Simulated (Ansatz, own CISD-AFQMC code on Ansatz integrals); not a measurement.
CH4OSi, SMILES `C[Si]O` (lower singlet; C–Si–O–H torsion 0°) (charge 0, multiplicity 1). This singlet lies 1.86 eV below the relaxed triplet at the level frozen-core CCSD(T)/cc-pVTZ // B3LYP-D3(BJ)/def2-TZVP (Ansatz).

Cartesian coordinates (Å):
```xyz
7

C     -0.8416     0.0846     0.1671
Si     0.5115    -1.1266     0.7725
O      1.8708    -0.3993     0.1518
H     -1.8427    -0.2134     0.4860
H     -0.8388     0.1422    -0.9284
H     -0.6514     1.0956     0.5478
H      1.7922     0.4170    -0.3567
```
Charge 0, multiplicity 1.

Frozen-core correlation energies in cc-pVDZ at a geometry from B3LYP-D3(BJ)/def2-TZVP, on an HF energy of -403.99533 Ha (<S^2> = 0.00, restricted and unstable towards unrestricted orbitals). Wave-function levels are from Ansatz, the walk from an own CISD-AFQMC code on Ansatz integrals (time step 0.005/Ha, trial state from CCSD amplitudes, largest double 0.09).

| level | correlation energy (mHa) |
|---|---|
| MP2 | -418.2 |
| CCSD | -453.4 |
| CCSD(T) | -465.4 |

Problem. What correlation energy does phaseless AFQMC give, and where does it lie among these levels?

Solution. -467.7 ± 0.4 mHa (one standard error). AFQMC minus each level: MP2 -49.5 mHa, CCSD -14.3 mHa, CCSD(T) -2.3 mHa.
